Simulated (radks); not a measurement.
Results of a calculation; reference values are marked as such.
The sulfur anion S- inside a hard spherical wall (all orbitals vanish at R), configuration held at [Ne] 3s2 3p5 and not refilled when levels cross. Level of theory: non-relativistic Kohn-Sham, LDA (Slater exchange, VWN5 correlation), spin-polarised, spherical densities, point nucleus; open shells are filled with parallel spins first (a radial shooting solver on a logarithmic mesh with Libxc functionals). Eigenvalues in eV for spin up, with the zero of energy where the potential of the charges vanishes at infinity; a dash marks a level that is unbound or too diffuse for the functional's potential to be trusted. A positive occupied level is held by the wall or, in an anion where self-interaction has pushed it up, behind a barrier. The pressure on the wall is -dE/dV.

R (bohr)  E (hartree)  kinetic (hartree)    e(2s)    e(2p)   e(3s)   e(3p)  e(4s, empty)  e(3d, empty)  pressure (GPa)
7          -396.81656            396.062  -199.69  -146.67  -8.380   1.183         7.777        10.205           0.720
6          -396.79006            396.187  -198.66  -145.63  -7.611   1.959        10.745        12.315            2.82
5          -396.70802            396.549  -196.38  -143.34  -6.018   3.658        16.755        15.701            13.3
4          -396.41075            397.740  -190.90  -137.80  -2.287   7.857        30.795        22.212            80.8
3.5        -395.99997            399.230  -185.47  -132.30   1.551  12.267        45.099        28.157             225
3          -395.09343            402.208  -176.56  -123.25   8.458  20.184        70.267        37.878             695
